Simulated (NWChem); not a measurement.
# H₂BO₃, doublet; SMILES [O]B(O)O

```xyz
6

O      0.0000     0.0000    -1.4255
B      0.0000     0.0000    -0.0622
O      1.2351    -0.0284     0.5565
O     -1.2351     0.0284     0.5565
H      1.2395     0.4494     1.4051
H     -1.2395    -0.4494     1.4051
```
Atoms are numbered in this order, from 1.

Program: NWChem. Pople sets run with spherical d functions. Spin-unrestricted. Geometry: optimised at PBE-D3(BJ)/def2-SVP, spin-unrestricted. No stability test was run on the SCF state. Vertical excitations in the gas phase; the lowest state need not have the same character in each row. Excited states of an open shell can be spin-contaminated.

Q: Among these, which level gives the highest value of “lowest excitation (eV)”?
(A) PBE/6-31G*, TDA
(B) PBE0/6-31G*, TDA
(C) BHandHLYP/6-31G*, TDA
(D) B3LYP/6-31G*, TDA

A: A, PBE/6-31G*, TDA. Values: BHandHLYP/6-31G*, TDA 0.85; B3LYP/6-31G*, TDA 0.93; PBE0/6-31G*, TDA 0.99; PBE/6-31G*, TDA 1.04
